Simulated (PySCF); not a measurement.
Start geometry of `CCB[S][GeH3]` from a GFN2-xTB structure with every atom displaced at random (by about 0.01 Å) (Å):
```
atom  x, y, z in Å
C1    -1.7079   -0.7319    0.1914
C2    -0.9267    0.1297   -0.8166
B3    -0.4040    1.4500   -0.1327
S4     1.2963    1.6678    0.4649
Ge5    2.3658   -0.2046   -0.0181
H6    -1.1041   -1.0085    1.0205
H7    -2.1136   -1.6018   -0.2916
H8    -2.5450   -0.1232    0.5779
H9    -1.5809    0.3859   -1.6325
H10   -0.1202   -0.4991   -1.2069
H11   -1.1072    2.3546    0.0849
H12    3.7277   -0.0162    0.6121
H13    1.6997   -1.4130    0.5701
H14    2.5129   -0.4047   -1.4808
```

**Question.** What comes out of this run: PySCF, PBE0-D3(BJ)/def2-SVP geometry optimisation, gas phase?

**Answer.** 
```
atom  x, y, z in Å
C1    -1.786   -0.722    0.303
C2    -0.940    0.040   -0.725
B3    -0.394    1.378   -0.113
S4     1.293    1.773    0.331
Ge5    2.464   -0.076   -0.177
H6    -1.179   -1.040    1.166
H7    -2.235   -1.626   -0.135
H8    -2.606   -0.098    0.692
H9    -1.580    0.308   -1.586
H10   -0.150   -0.619   -1.122
H11   -1.160    2.279    0.152
H12    3.893    0.212    0.306
H13    1.880   -1.290    0.565
H14    2.449   -0.318   -1.696
```

The energy falls by 4.0 kcal/mol over 8 energy and gradient evaluations, the largest force component goes from 0.0346 to 2.2e-04 Eh/bohr, and the atoms move by 0.123 Å rms after alignment. The bond that changes most is Ge5–H14 (ends: germanium bonded to S and 3 H; Ge–H hydrogen), which lengthens by 0.054 Å. Bonds longer at the end by more than 0.005 Å: 9 of 13; shorter: 3. Among the angles that change most is C2–B3–S4, from 123.6° to 127.8°. Rotational constants go from 3548, 1404, 1089 to 3605, 1319, 1038 MHz. The orientation of the end geometry is arbitrary; only internal coordinates are fixed.

The run used 137 basis functions and 48 SCF cycles in all.

Not checked by PBE0-D3(BJ)/def2-SVP frequencies. The numbers are those of one conformer.
